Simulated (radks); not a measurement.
The numbers below are computed, except where a source is named.
Question: The iridium ion Ir8+ is in [Xe] 4f14 5d1. Code: a radial shooting solver on a logarithmic mesh with Libxc functionals. Model: non-relativistic Kohn-Sham, PBE, spin-polarised, spherical densities, point nucleus. Open shells are filled with parallel spins first. One electron is removed from 5s, 5d, 4f, 5p in turn, with full relaxation. Which removal costs least, and what does each cost?

Answer: 5d 123.58 eV; 5p 172.75 eV; 5s 203.09 eV; 4f 210.86 eV. The 5d electron leaves first.
